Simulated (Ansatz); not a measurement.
Input file for Ansatz (an electronic-structure program): U-B3LYP-D3(BJ)/def2-TZVP on CH5Ge (SMILES [CH2][GeH3]), 2S+1 = 2.

Ansatz 0.2 input:
```yaml
crystal:
  periodic: [false, false, false]
  atoms:
    - {symbol: C, position_ang: [1.14583690, -0.10963763, -0.00802414]}
    - {symbol: Ge, position_ang: [-0.76521776, 0.07305988, -0.03774940]}
    - {symbol: H, position_ang: [1.82130431, 0.76070646, -0.04056620]}
    - {symbol: H, position_ang: [1.59848575, -1.07070474, 0.05590661]}
    - {symbol: H, position_ang: [-1.35053757, -0.39751404, 1.27962245]}
    - {symbol: H, position_ang: [-1.09474090, 1.47257356, -0.23052847]}
    - {symbol: H, position_ang: [-1.43163668, -0.78518613, -1.13055205]}
basis:
  gaussian:
    orbitals: def2-TZVP
hamiltonian:
  xc: b3lyp
  dispersion: d3bj
magnetization: {spin_polarized: true, initial_magnetization: 1}
relax: {f_tol: 0.003, max_steps: 120}
```

Program output:

```
Functional definition: B3LYP
[...]
integrals: 0.03 GiB planned
789 factors; their error is unknown
mean field: 0.44 GiB planned
mean field evaluation 1: about -57631.9202 eV, gradient 3.2e1 eV
mean field evaluation 2: about -57628.6557 eV, gradient 3.9e1 eV
mean field evaluation 4: about -57636.3224 eV, gradient 7.4e-1 eV
mean field evaluation 8: about -57636.3282 eV, gradient 2.0e-2 eV
mean field evaluation 16: about -57636.5370 eV, gradient 5.1e-5 eV
mean field -57636.53698893 eV, -2118.1036668951 hartree, gradient 5.1e-5 eV, S^2 0.754262; 0 other end points of the search recorded, 0 dependent functions left out
the calculation of the forces begins
reference -57636.53721838 eV, -2118.1036753273 hartree; 22, 21 occupied and 87, 88 virtual orbitals, 789 factors
relax step   1: F+E_penalty+E_count = -57636.71262966 eV  Δ(F+E_penalty+E_count) = +0.000e0 eV  max|allowed force component| = 1.701e0 eV/Å  Δτ_max = 0.0000 Å  (27 SCF iters, accepted)
these checks for a lower state are left out or cut short: starts, cluster_reference, orbital_swaps, neighbouring_geometries, increment
integrals: 0.03 GiB planned
789 factors; their error is unknown
mean field: 0.44 GiB planned
mean field -57636.63041008 eV, -2118.1071000590 hartree, gradient 1.2e-5 eV, S^2 0.754270; 0 other end points of the search recorded, 0 dependent functions left out
the calculation of the forces begins
reference -57636.63064122 eV, -2118.1071085533 hartree; 22, 21 occupied and 87, 88 virtual orbitals, 789 factors
relax step   2: F+E_penalty+E_count = -57636.80531092 eV  Δ(F+E_penalty+E_count) = -9.268e-2 eV  max|allowed force component| = 4.557e-1 eV/Å  Δτ_max = 0.0768 Å  (32 SCF iters, accepted)
these checks for a lower state are left out or cut short: starts, cluster_reference, orbital_swaps, neighbouring_geometries, increment
integrals: 0.03 GiB planned
789 factors; their error is unknown
mean field: 0.44 GiB planned
mean field -57636.63739801 eV, -2118.1073568608 hartree, gradient 7.2e-6 eV, S^2 0.754274; 0 other end points of the search recorded, 0 dependent functions left out
the calculation of the forces begins
reference -57636.63762938 eV, -2118.1073653634 hartree; 22, 21 occupied and 87, 88 virtual orbitals, 789 factors
relax step   3: F+E_penalty+E_count = -57636.81197657 eV  Δ(F+E_penalty+E_count) = -6.666e-3 eV  max|allowed force component| = 9.524e-2 eV/Å  Δτ_max = 0.0135 Å  (32 SCF iters, accepted)
these checks for a lower state are left out or cut short: starts, cluster_reference, orbital_swaps, neighbouring_geometries, increment
integrals: 0.03 GiB planned
789 factors; their error is unknown
mean field: 0.44 GiB planned
mean field evaluation 32: about -57636.6375 eV, gradient 1.8e-1 eV
mean field -57636.63756020 eV, -2118.1073628211 hartree, gradient 1.8e-5 eV, S^2 0.754274; 0 other end points of the search recorded, 0 dependent functions left out
the calculation of the forces begins
reference -57636.63779153 eV, -2118.1073713224 hartree; 22, 21 occupied and 87, 88 virtual orbitals, 789 factors
relax step   4: F+E_penalty+E_count = -57636.81213531 eV  Δ(F+E_penalty+E_count) = -1.587e-4 eV  max|allowed force component| = 2.334e-3 eV/Å  Δτ_max = 0.0045 Å  (25 SCF iters, accepted)
integrals: 0.03 GiB planned
789 factors; their error is unknown
mean field: 0.44 GiB planned
mean field -57636.63756020 eV, -2118.1073628211 hartree, gradient 2.1e-5 eV, S^2 0.754274; 1 other end points of the search recorded, 0 dependent functions left out
the calculation of the forces begins
reference -57636.63779153 eV, -2118.1073713224 hartree; 22, 21 occupied and 87, 88 virtual orbitals, 789 factors
Total energy: -57636.81236665 eV, -2118.1137868396 hartree
Atom 0 at     1.150643    -0.119175    -0.011351 Å, force     0.000232     0.001211    -0.000057 eV/Å
Atom 1 at    -0.768239     0.070247    -0.023227 Å, force     0.001414    -0.001111     0.000434 eV/Å
Atom 2 at     1.814414     0.735042    -0.053171 Å, force    -0.002334    -0.001067     0.000286 eV/Å
Atom 3 at     1.628452    -1.089300     0.048652 Å, force     0.000995    -0.000109    -0.000363 eV/Å
Atom 4 at    -1.369399    -0.407733     1.315241 Å, force    -0.000389     0.001214     0.000414 eV/Å
Atom 5 at    -1.146360     1.544211    -0.244233 Å, force     0.000482    -0.000723     0.000055 eV/Å
Atom 6 at    -1.386017    -0.789995    -1.143802 Å, force    -0.000399     0.000585    -0.000768 eV/Å
Dipole moment:     0.101529    -0.009463     0.002245 e Å
```

The run converged.

Cost: about 19 core-seconds (a rough figure).
